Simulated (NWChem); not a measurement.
A series in which one site is exchanged, each optimised at PBE0/def2-SVP with NWChem, gas phase unless a solvent is named. This build's default masses of Se (78.918 u) and Br (79.917 u) are each other's, which moves their modes by up to 0.6 %. For some, no frequency run checked for a minimum. def2 effective core potentials on In; no spin-orbit coupling.

A: [Br][AlH2] (AlH2Br; site = Al)
B: [InH2][Br] (InH2Br; site = In)
C: [GaH2][Br] (GaH2Br; site = Ga)
D: BrB (BH2Br; site = B)

```json
[
 {"quantity": "dipole (D), PBE0/def2-SVP", "A": "1.21", "B": "2.69", "C": "1.77", "D": "?"},
 {"quantity": "orbital gap (eV), PBE0/def2-SVP", "A": "6.47", "B": "5.71", "C": "6.11", "D": "?"},
 {"quantity": "vertical ionisation energy, ΔSCF, PBE/def2-SVP (eV)", "A": "10.15", "B": "9.71", "C": "10.03", "D": "?"},
 {"quantity": "static polarisability, PBE0/def2-SVPD (bohr³)", "A": "50.6", "B": "61.2", "C": "52.4", "D": "?"},
 {"quantity": "lowest singlet excitation, PBE0/def2-SVPD, TDA (eV)", "A": "5.08", "B": "4.51", "C": "4.76", "D": "?"}
]
```

**Question.** Complete the blanks.

**Answer.** 
- dipole (D), PBE0/def2-SVP, D: 0.43
- orbital gap (eV), PBE0/def2-SVP, D: 6.19
- vertical ionisation energy, ΔSCF, PBE/def2-SVP (eV), D: 10.53
- static polarisability, PBE0/def2-SVPD (bohr³), D: 37.2
- lowest singlet excitation, PBE0/def2-SVPD, TDA (eV), D: 4.49
